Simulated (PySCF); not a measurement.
C10H11P.
Numbering: `[CH2:1]=[CH:2]/[CH:3]=[P:4]\[c:5]1[cH:6][cH:7][cH:8][cH:9][c:10]1[CH3:11]`

NICS is the negative of the GIAO shielding at a point without a nucleus: at the ring centre (0) and 1 Å above and below it (1); zz is the component along the ring normal. Level: GIAO PBE0/pcSseg-1 (PySCF, non-relativistic, gas phase) on the GFN2-xTB geometry, one conformer.

Ring bond lengths (Å), with Mayer bond orders in brackets: C5–C6 1.390 (1.43), C6–C7 1.383 (1.44), C7–C8 1.384 (1.43), C8–C9 1.385 (1.44), C9–C10 1.387 (1.44), C10–C5 1.397 (1.35).

Question: What do the NICS probes read (ppm)?

Answer: 
```tsv
ring	type	NICS(0)	NICS(1), two faces	NICS(1)zz, two faces	rms pucker (Å)	centre to ring atoms, mean (Å)
C5–C6–C7–C8–C9–C10	6-membered carbocycle; formal bonds all aromatic	-7.9	-10.8 / -10.5	-28.2 / -27.9	0.00	1.39
```

Question: What do they say, and how far can they be read as aromaticity?

Answer: 
- C5–C6–C7–C8–C9–C10: mean NICS(1)zz -28.1 ppm, shielded, aromatic by this magnetic criterion (flat ring, no four-coordinate atom).

Question: How equal are the bonds by HOMA? HOMA takes Krygowski's 1993 parameters.

Answer: 
- C5–C6–C7–C8–C9–C10: HOMA 0.99 = 1 − EN − GEO, with mean bond length 1.388 Å, EN = α(Ropt − mean)² = 0.000 and GEO = α × variance = 0.006. The geometric and the magnetic index point the same way.

Question: At the second NICS(1) probe listed for ring C5–C6–C7–C8–C9–C10, 1 Å off the ring, how large is the induced field along the normal in 7.05 T applied along it?

Answer: NICSzz × B0 = -27.9 ppm × 7.05 T = -197 μT, against the applied field.

Question: Give the inner angles of the rings and the Hirshfeld charges of the ring atoms.

Answer: 
- C5–C6–C7–C8–C9–C10: C5 120.1° (-0.057 e), C6 120.5° (-0.050 e), C7 119.6° (-0.052 e), C8 120.0° (-0.048 e), C9 121.0° (-0.054 e), C10 118.7° (+0.008 e); sum 720.0° against 720° for a flat convex ring.

The run took about 3 min of CPU time (one thread, shared machine). This is the whole shielding run at PBE0/pcSseg-1, SCF included.

Shape of the structure used: `[CH2:1]=[CH:2]/[CH:3]=[P:4]\[c:5]1[cH:6][cH:7][cH:8][cH:9][c:10]1[CH3:11]`: C1–C2–C3–P4 180°, C3–P4–C5–C6 -83°.
